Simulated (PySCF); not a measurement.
# Electron correlation in N³⁺ (nitrogen, charge +3)

[He] 2s2, closed-shell 1S. All numbers are calculated (PySCF 2.14, the spin-free X2C one-electron Hamiltonian (Gaussian nucleus), in x2c-TZVPPall (5s3p2d1f, 31 functions)). Frozen: nothing; 4 electrons correlated.

```
  level  correlation energy (mhartree)
   CCSD                        -100.94
    (T)                          -0.28
CCSD(T)                        -101.22
  CCSDT                        -101.23
```

Diagnostics: T1 = 0.0047, D1 = 0.0094, largest double amplitude 0.153.

Problem. Is a single reference adequate?

Solution. Not fully. A double-excitation amplitude exceeds 0.15, a sign of near-degeneracy.

This basis was not built for core-valence correlation, so the inner-shell part is incomplete.
